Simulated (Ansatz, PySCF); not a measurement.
Input for PySCF:
```python
from pyscf import gto, scf, mp

mol = gto.M(
    atom='''
Si    1.321840    0.747185    0.018550
C     0.304305   -0.862948   -0.159684
Si   -1.465487   -0.310137    0.061533
H     2.814673    0.601153   -0.117312
H     1.104940    1.227750   -1.425940
H     1.330131    0.755330    1.556211
H     0.581245   -1.604765    0.591803
H     0.450860   -1.331236   -1.134849
H    -1.867257    0.585291   -1.042259
H    -1.680308    0.193099    1.433456
H    -2.549051   -1.367595   -0.024162
''',
    basis='def2-svp',
    charge=-1,
    spin=1,
    verbose=4,
)

mf = scf.UHF(mol)
mf.kernel()

pt = mp.MP2(mf, frozen=11)
pt.kernel()
print('E(MP2) = %.10f' % pt.e_tot)
```

**Question.** Give the equivalent Ansatz (a program for electronic structure) input.

**Answer.** One answer among several that fit: 
Ansatz 0.2 input:
```yaml
crystal:
  periodic: [false, false, false]
  atoms:
    - {symbol: Si, position_ang: [1.32183991, 0.74718455, 0.01854967]}
    - {symbol: C, position_ang: [0.30430492, -0.86294806, -0.15968353]}
    - {symbol: Si, position_ang: [-1.46548722, -0.31013726, 0.06153274]}
    - {symbol: H, position_ang: [2.81467254, 0.60115328, -0.11731227]}
    - {symbol: H, position_ang: [1.10494018, 1.22774988, -1.42593981]}
    - {symbol: H, position_ang: [1.33013140, 0.75533024, 1.55621130]}
    - {symbol: H, position_ang: [0.58124463, -1.60476522, 0.59180269]}
    - {symbol: H, position_ang: [0.45085996, -1.33123646, -1.13484887]}
    - {symbol: H, position_ang: [-1.86725681, 0.58529083, -1.04225929]}
    - {symbol: H, position_ang: [-1.68030811, 0.19309863, 1.43345575]}
    - {symbol: H, position_ang: [-2.54905090, -1.36759486, -0.02416202]}
basis:
  gaussian:
    orbitals: def2-SVP
total_charge: -1
magnetization: {spin_polarized: true, initial_magnetization: 1}
correlation: {method: mp2, electrons: outside_noble_gas}
accuracy: high
```

Both were run: PySCF gave -620.453503 Eh and Ansatz -620.453502 Eh, 0.000 mEh apart.
